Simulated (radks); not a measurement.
Species: Co+. Configuration: [Ar] 3d8. Method: Dirac Kohn-Sham, Wu-Cohen GGA, spin-unpolarised, spherical densities, finite nucleus; open shells fill j = l - 1/2 first; Fermi nuclear charge, rms radius 3.7875 fm; computed with a radial shooting solver on a logarithmic mesh with Libxc functionals.

Unscreened Slater integrals over Kohn-Sham orbitals (eV). Large and small components are both included. Empty in this configuration: 4s1/2.

| integral | value |
|---|---|
| F0(3d5/2,3d5/2) | 22.678 |
| F2(3d5/2,3d5/2) | 10.033 |
| F4(3d5/2,3d5/2) | 6.1595 |
| F0(3d5/2,3d3/2) | 22.760 |
| F2(3d5/2,3d3/2) | 10.073 |
| G2(3d5/2,3d3/2) | 10.065 |
| G4(3d5/2,3d3/2) | 6.1800 |
| F0(3d5/2,3p3/2) | 25.695 |
| F2(3d5/2,3p3/2) | 11.739 |
| G1(3d5/2,3p3/2) | 14.537 |
| G3(3d5/2,3p3/2) | 8.7064 |
| F0(3d5/2,3p1/2) | 25.832 |
| G3(3d5/2,3p1/2) | 8.7375 |
| F0(3d5/2,4s1/2) | 11.238 |
| G2(3d5/2,4s1/2) | 1.6227 |
| F0(3d3/2,3d3/2) | 22.842 |
| F2(3d3/2,3d3/2) | 10.113 |
| F0(3d3/2,3p3/2) | 25.800 |
| F2(3d3/2,3p3/2) | 11.798 |
| G1(3d3/2,3p3/2) | 14.606 |
| G3(3d3/2,3p3/2) | 8.7500 |
| F0(3d3/2,3p1/2) | 25.938 |
| G1(3d3/2,3p1/2) | 14.680 |
| F0(3d3/2,4s1/2) | 11.249 |
| G2(3d3/2,4s1/2) | 1.6010 |
| F0(3p3/2,3p3/2) | 29.764 |
| F2(3p3/2,3p3/2) | 14.812 |
| F0(3p3/2,3p1/2) | 29.948 |
| G2(3p3/2,3p1/2) | 14.890 |
| F0(3p3/2,4s1/2) | 11.616 |
| G1(3p3/2,4s1/2) | 0.64236 |
| F0(3p1/2,3p1/2) | 30.136 |
| F0(3p1/2,4s1/2) | 11.627 |
| G1(3p1/2,4s1/2) | 0.63270 |
| F0(4s1/2,4s1/2) | 8.9442 |
